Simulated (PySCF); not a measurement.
lanthanum atom (La), doublet (core potentials on La); PySCF with CASSCF(5,7)/def2-SVP.

Input for PySCF:
```python
from pyscf import gto, scf, mcscf
import numpy

mol = gto.Mole()
mol.atom = '''
    La    0.00000000    0.00000000    0.00000000
'''
mol.basis = 'def2-svp'
mol.ecp = {'La': 'def2-svp'}
mol.spin = 1
mol.verbose = 4
mol.build()

mf = scf.ROHF(mol)
mf.kernel()
mc = mcscf.CASSCF(mf, 7, 5)
mc.fix_spin_(ss=0.75)
mc.kernel()
occ = numpy.linalg.eigvalsh(mc.fcisolver.make_rdm1(mc.ci, mc.ncas, mc.nelecas))[::-1]
ss = mc.fcisolver.spin_square(mc.ci, mc.ncas, mc.nelecas)[0]
print('natural occupations', occ.round(4), ' <S^2>', round(ss, 4))
```

What the program printed (banner, timings and long lists left out):

```
PySCF version 2.14.0

[INPUT] verbose = 4
[INPUT] num. atoms = 1
[INPUT] num. electrons = 11
[INPUT] charge = 0
[INPUT] spin (= nelec alpha-beta = 2S) = 1
[INPUT] symmetry False subgroup None
[INPUT] Mole.unit = angstrom
[INPUT] Symbol           X                Y                Z      unit          X                Y                Z       unit  Magmom
[...]
nuclear repulsion = 0
number of shells = 12
number of NR pGTOs = 57
number of NR cGTOs = 32
basis = def2-svp
ecp = {'La': 'def2-svp'}

******** <class 'pyscf.scf.rohf.ROHF'> ********
method = ROHF
initial guess = minao
damping factor = 0
level_shift factor = 0
DIIS = <class 'pyscf.scf.diis.CDIIS'>
diis_start_cycle = 1
diis_space = 8
diis_damp = 0
SCF conv_tol = 1e-09
SCF conv_tol_grad = None
SCF max_cycles = 50
direct_scf = True
direct_scf_tol = 1e-13
num. doubly occ = 5  num. singly occ = 1
Set gradient conv threshold to 3.16228e-05
init E= -27.7595649694177

WARN: HOMO -0.231486147396784 >= LUMO -0.231486147396783

cycle= 1 E= -31.0439160977897  delta_E= -3.28  |g|= 0.364  |ddm|= 6.64
[...]
cycle= 2 E= -31.0701704412288  delta_E= -0.0263  |g|= 0.0402  |ddm|= 1.28
[...]
cycle= 3 E= -31.0717374426126  delta_E= -0.00157  |g|= 0.0117  |ddm|= 0.215
[...]
cycle= 4 E= -31.0720000564468  delta_E= -0.000263  |g|= 0.00579  |ddm|=  0.1
[...]
cycle= 5 E= -31.0721522211666  delta_E= -0.000152  |g|= 0.00302  |ddm|= 0.0848
[...]
cycle= 6 E= -31.0722206541238  delta_E= -6.84e-05  |g|= 0.00133  |ddm|= 0.0361
[...]
cycle= 7 E= -31.0722420098649  delta_E= -2.14e-05  |g|= 0.000757  |ddm|= 0.0232
[...]
cycle= 8 E= -31.072246808428  delta_E= -4.8e-06  |g|= 0.000775  |ddm|= 0.00488
[...]
cycle= 9 E= -31.0722159000407  delta_E= 3.09e-05  |g|= 0.000563  |ddm|= 0.0365
[...]
cycle= 10 E= -31.0721922032729  delta_E= 2.37e-05  |g|= 0.000414  |ddm|= 0.0667
[...]
cycle= 11 E= -31.072192549868  delta_E= -3.47e-07  |g|= 0.000245  |ddm|= 0.00299
[...]
cycle= 12 E= -31.0721925247913  delta_E= 2.51e-08  |g|= 3.46e-05  |ddm|= 0.00511
[...]
cycle= 13 E= -31.0721925242062  delta_E= 5.85e-10  |g|= 2.24e-05  |ddm|= 0.00081
[...]
Extra cycle  E= -31.0721925251538  delta_E= -9.48e-10  |g|= 9.52e-06  |ddm|= 0.0001
converged SCF energy = -31.0721925251538

******** <class 'pyscf.mcscf.mc1step.CASSCF'> ********
CAS (3e+2e, 7o), ncore = 3, nvir = 22
max_cycle_macro = 50
max_cycle_micro = 4
conv_tol = 1e-07
conv_tol_grad = None
orbital rotation max_stepsize = 0.02
orbital rotation threshold for CI restart = 0.01
augmented hessian ah_max_cycle = 30
augmented hessian ah_conv_tol = 1e-12
augmented hessian ah_linear dependence = 1e-14
augmented hessian ah_level shift = 1e-08
augmented hessian ah_start_tol = 2.5
augmented hessian ah_start_cycle = 3
augmented hessian ah_grad_trust_region = 3
kf_trust_region = 3
kf_interval = 4
ci_response_space = 4
ci_grad_trust_region = 3
with_dep4 0
natorb = False
canonicalization = True
sorting_mo_energy = False
ao2mo_level = 2
internal_rotation = False
******** <class 'pyscf.fci.addons.SpinPenaltyFCISolver'> ********
max. cycles = 50
conv_tol = 1e-08
davidson only = True
linear dependence = 1e-12
level shift = 0.001
max iter space = 12
nroots = 1
pspace_size = 400
spin = None
CASCI E = -31.0890979278157  S^2 = 0.7500000
Set conv_tol_grad to 0.000316228
macro iter   1 ( 21 JK    4 micro), CASSCF E = -31.0962786403962  dE = -7.18071258e-03  S^2 = 0.7500000
               |grad[o]|=0.0133  |grad[c]|=0.008  |ddm|=0.0365  |maxRot[o]|=0.314
macro iter   2 ( 15 JK    4 micro), CASSCF E = -31.0977345917833  dE = -1.45595139e-03  S^2 = 0.7500000
               |grad[o]|=0.00738  |grad[c]|=0.00397  |ddm|=0.0414  |maxRot[o]|=0.197
macro iter   3 ( 12 JK    4 micro), CASSCF E = -31.0979286398169  dE = -1.94048034e-04  S^2 = 0.7500000
               |grad[o]|=0.00577  |grad[c]|=0.00233  |ddm|=0.0476  |maxRot[o]|=0.0314
macro iter   4 ( 12 JK    4 micro), CASSCF E = -31.0981030884213  dE = -1.74448604e-04  S^2 = 0.7500000
               |grad[o]|=0.00553  |grad[c]|=0.00253  |ddm|=0.042  |maxRot[o]|=0.0225
macro iter   5 ( 12 JK    4 micro), CASSCF E = -31.0982759540875  dE = -1.72865666e-04  S^2 = 0.7500000
               |grad[o]|=0.00559  |grad[c]|=0.00223  |ddm|=0.0398  |maxRot[o]|=0.0263
macro iter   6 ( 14 JK    4 micro), CASSCF E = -31.0984378768437  dE = -1.61922756e-04  S^2 = 0.7500000
               |grad[o]|=0.00547  |grad[c]|=0.0023  |ddm|=0.0376  |maxRot[o]|=0.028
macro iter   7 ( 15 JK    4 micro), CASSCF E = -31.0985897292645  dE = -1.51852421e-04  S^2 = 0.7500000
               |grad[o]|=0.00506  |grad[c]|=0.00268  |ddm|=0.0317  |maxRot[o]|=0.0335
macro iter   8 ( 14 JK    4 micro), CASSCF E = -31.0987382017815  dE = -1.48472517e-04  S^2 = 0.7500000
               |grad[o]|=0.00433  |grad[c]|=0.00276  |ddm|=0.0294  |maxRot[o]|=0.0431
macro iter   9 ( 14 JK    4 micro), CASSCF E = -31.0988328525701  dE = -9.46507886e-05  S^2 = 0.7500000
               |grad[o]|=0.00314  |grad[c]|=0.00183  |ddm|=0.0269  |maxRot[o]|=0.0392
macro iter  10 ( 13 JK    4 micro), CASSCF E = -31.0988689650504  dE = -3.61124803e-05  S^2 = 0.7500000
               |grad[o]|=0.00221  |grad[c]|=0.00131  |ddm|=0.0215  |maxRot[o]|=0.0148
macro iter  11 ( 11 JK    4 micro), CASSCF E = -31.0988916142366  dE = -2.26491862e-05  S^2 = 0.7500000
               |grad[o]|=0.00172  |grad[c]|=0.00105  |ddm|=0.0192  |maxRot[o]|=0.0067
macro iter  12 (  9 JK    4 micro), CASSCF E = -31.0989107101376  dE = -1.90959010e-05  S^2 = 0.7500000
               |grad[o]|=0.00154  |grad[c]|=0.000778  |ddm|=0.0188  |maxRot[o]|=0.0057
macro iter  13 ( 13 JK    4 micro), CASSCF E = -31.0989274746463  dE = -1.67645087e-05  S^2 = 0.7500000
               |grad[o]|=0.00141  |grad[c]|=0.000871  |ddm|=0.0171  |maxRot[o]|=0.009
macro iter  14 ( 13 JK    4 micro), CASSCF E = -31.0989423198324  dE = -1.48451860e-05  S^2 = 0.7500000
               |grad[o]|=0.0013  |grad[c]|=0.000897  |ddm|=0.0159  |maxRot[o]|=0.00844
[...]
               |grad[o]|=0.000744  |grad[c]|=0.000461  |ddm|=0.00714  |maxRot[o]|=0.00299
macro iter  23 (  3 JK    1 micro), CASSCF E = -31.0990048362530  dE = -1.60794433e-06  S^2 = 0.7500000
               |grad[o]|=0.000685  |grad[c]|=0.000193  |ddm|=0.000991  |maxRot[o]|=0.0014
macro iter  24 (  3 JK    1 micro), CASSCF E = -31.0990062817182  dE = -1.44546519e-06  S^2 = 0.7500000
               |grad[o]|=0.000632  |grad[c]|=0.000203  |ddm|=0.00335  |maxRot[o]|=0.00133
macro iter  25 (  3 JK    1 micro), CASSCF E = -31.0990075601591  dE = -1.27844091e-06  S^2 = 0.7500000
               |grad[o]|=0.000595  |grad[c]|=0.000186  |ddm|=0.00266  |maxRot[o]|=0.00127
macro iter  26 (  3 JK    1 micro), CASSCF E = -31.0990086925609  dE = -1.13240182e-06  S^2 = 0.7500000
               |grad[o]|=0.000545  |grad[c]|=0.000181  |ddm|=0.000678  |maxRot[o]|=0.00118
macro iter  27 (  3 JK    1 micro), CASSCF E = -31.0990097814027  dE = -1.08884172e-06  S^2 = 0.7500000
               |grad[o]|=0.000557  |grad[c]|=0.00017  |ddm|=0.000555  |maxRot[o]|=0.00123
macro iter  28 (  3 JK    1 micro), CASSCF E = -31.0990107406146  dE = -9.59211896e-07  S^2 = 0.7500000
               |grad[o]|=0.000518  |grad[c]|=0.000186  |ddm|=0.00262  |maxRot[o]|=0.00113
macro iter  29 (  3 JK    1 micro), CASSCF E = -31.0990116062953  dE = -8.65680779e-07  S^2 = 0.7500000
               |grad[o]|=0.000489  |grad[c]|=0.000153  |ddm|=0.00206  |maxRot[o]|=0.00107
macro iter  30 (  3 JK    1 micro), CASSCF E = -31.0990123701408  dE = -7.63845438e-07  S^2 = 0.7500000
               |grad[o]|=0.000456  |grad[c]|=0.000149  |ddm|=0.00052  |maxRot[o]|=0.000986
macro iter  31 (  3 JK    1 micro), CASSCF E = -31.0990130793644  dE = -7.09223659e-07  S^2 = 0.7500000
               |grad[o]|=0.000445  |grad[c]|=0.000146  |ddm|=0.00233  |maxRot[o]|=0.000958
macro iter  32 (  3 JK    1 micro), CASSCF E = -31.0990136793283  dE = -5.99963872e-07  S^2 = 0.7500000
               |grad[o]|=0.0004  |grad[c]|=0.000134  |ddm|=0.000409  |maxRot[o]|=0.000841
macro iter  33 (  3 JK    1 micro), CASSCF E = -31.0990142524894  dE = -5.73161117e-07  S^2 = 0.7500000
               |grad[o]|=0.000397  |grad[c]|=0.000154  |ddm|=0.00169  |maxRot[o]|=0.000827
macro iter  34 (  3 JK    1 micro), CASSCF E = -31.0990147701860  dE = -5.17696620e-07  S^2 = 0.7500000
               |grad[o]|=0.000383  |grad[c]|=0.000116  |ddm|=0.000351  |maxRot[o]|=0.000796
macro iter  35 (  3 JK    1 micro), CASSCF E = -31.0990152287838  dE = -4.58597743e-07  S^2 = 0.7500000
               |grad[o]|=0.000358  |grad[c]|=0.00014  |ddm|=0.00108  |maxRot[o]|=0.00073
macro iter  36 (  3 JK    1 micro), CASSCF E = -31.0990156355272  dE = -4.06743453e-07  S^2 = 0.7500000
               |grad[o]|=0.000335  |grad[c]|=0.000113  |ddm|=0.000288  |maxRot[o]|=0.000682
macro iter  37 (  3 JK    1 micro), CASSCF E = -31.0990160062534  dE = -3.70726113e-07  S^2 = 0.7500000
               |grad[o]|=0.000321  |grad[c]|=0.000111  |ddm|=0.000199  |maxRot[o]|=0.000653
macro iter  38 (  3 JK    1 micro), CASSCF E = -31.0990163382570  dE = -3.32003626e-07  S^2 = 0.7500000
               |grad[o]|=0.000307  |grad[c]|=0.000101  |ddm|=0.000193  |maxRot[o]|=0.000619
macro iter  39 (  3 JK    1 micro), CASSCF E = -31.0990166268503  dE = -2.88593291e-07  S^2 = 0.7500000
               |grad[o]|=0.000283  |grad[c]|=0.000112  |ddm|=0.00138  |maxRot[o]|=0.000568
macro iter  40 (  3 JK    1 micro), CASSCF E = -31.0990168693929  dE = -2.42542590e-07  S^2 = 0.7500000
               |grad[o]|=0.000246  |grad[c]|=9.85e-05  |ddm|=    0  |maxRot[o]|=0.000487
macro iter  41 (  3 JK    1 micro), CASSCF E = -31.0990171142054  dE = -2.44812519e-07  S^2 = 0.7500000
               |grad[o]|=0.000259  |grad[c]|=7.48e-05  |ddm|=    0  |maxRot[o]|=0.000558
macro iter  42 (  3 JK    1 micro), CASSCF E = -31.0990173340695  dE = -2.19864130e-07  S^2 = 0.7500000
               |grad[o]|=0.000252  |grad[c]|=6.9e-05  |ddm|=    0  |maxRot[o]|=0.000497
macro iter  43 (  3 JK    1 micro), CASSCF E = -31.0990175302489  dE = -1.96179432e-07  S^2 = 0.7500000
               |grad[o]|=0.000237  |grad[c]|=6.6e-05  |ddm|=    0  |maxRot[o]|=0.000462
macro iter  44 (  3 JK    1 micro), CASSCF E = -31.0990177044677  dE = -1.74218737e-07  S^2 = 0.7500000
               |grad[o]|=0.000224  |grad[c]|=6.15e-05  |ddm|=    0  |maxRot[o]|=0.000438
macro iter  45 (  3 JK    1 micro), CASSCF E = -31.0990178597963  dE = -1.55328653e-07  S^2 = 0.7500000
               |grad[o]|=0.00021  |grad[c]|=6.09e-05  |ddm|=    0  |maxRot[o]|=0.000406
macro iter  46 (  3 JK    1 micro), CASSCF E = -31.0990179983371  dE = -1.38540774e-07  S^2 = 0.7500000
               |grad[o]|=0.0002  |grad[c]|=5.46e-05  |ddm|=    0  |maxRot[o]|=0.000385
macro iter  47 (  3 JK    1 micro), CASSCF E = -31.0990181074205  dE = -1.09083384e-07  S^2 = 0.7500000
               |grad[o]|=0.000188  |grad[c]|=5.23e-05  |ddm|=    0  |maxRot[o]|=0.000358
macro iter  48 (  3 JK    1 micro), CASSCF E = -31.0990182066941  dE = -9.92736240e-08  S^2 = 0.7500000
               |grad[o]|=0.000142  |grad[c]|=8.99e-05  |ddm|=    0  |maxRot[o]|=0.000259
macro iter  49 (  3 JK    1 micro), CASSCF E = -31.0990183073547  dE = -1.00660589e-07  S^2 = 0.7500000
               |grad[o]|=0.000168  |grad[c]|=4.98e-05  |ddm|=    0  |maxRot[o]|=0.000347
macro iter  50 (  3 JK    1 micro), CASSCF E = -31.0990183845884  dE = -7.72336577e-08  S^2 = 0.7500000
               |grad[o]|=0.000158  |grad[c]|=4.49e-05  |ddm|=    0  |maxRot[o]|=0.000312
1-step CASSCF not converged,  50 macro (356 JK 115 micro) steps
CASSCF canonicalization
Density matrix diagonal elements [1.99267404 1.85865546 0.31316303 0.03797279 0.03240815 0.03749543
 0.72763109]
CASSCF energy = -31.0990183845884
CASCI E = -31.0990183845884  E(CI) = -5.55665036347497  S^2 = 0.7500000
natural occupations [1.9927 1.8896 0.9889 0.038  0.0375 0.0324 0.0209]  <S^2> 0.75
```

Convergence was not reached.
